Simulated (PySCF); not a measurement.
## Be²⁺: ionisation energy

Be²⁺ 1s2 → Be³⁺ 1s1 [1s1/2^1, M_J = 1/2], as a difference of total energies. Computed with PySCF 2.14 in an even-tempered Gaussian basis (16 s from 0.49 bohr⁻², ratio 2.4; 8 p from 0.64 bohr⁻², ratio 2.4; 3 d from 2.5 bohr⁻², ratio 2.6; 3 f from 3.7 bohr⁻², ratio 2.6), with the two-component X2C-1e Hamiltonian. Correlated levels: nothing frozen; the 30 highest virtual spinors dropped. "Screened" scales the spin-orbit matrix elements by Boettger's factors to mimic the two-electron term; Breit and QED terms are absent.

```csv
method,ionisation energy (eV),difference from reference (eV)
GHF (screened spin-orbit),152.71,-1.19
GMP2 (screened spin-orbit),153.81,-0.09
GHF (bare spin-orbit),152.71,-1.19
GMP2 (bare spin-orbit),153.81,-0.09
```

Reference: 153.90 eV (theoretical estimate listed by NIST; NIST Atomic Spectra Database, ionization energies).
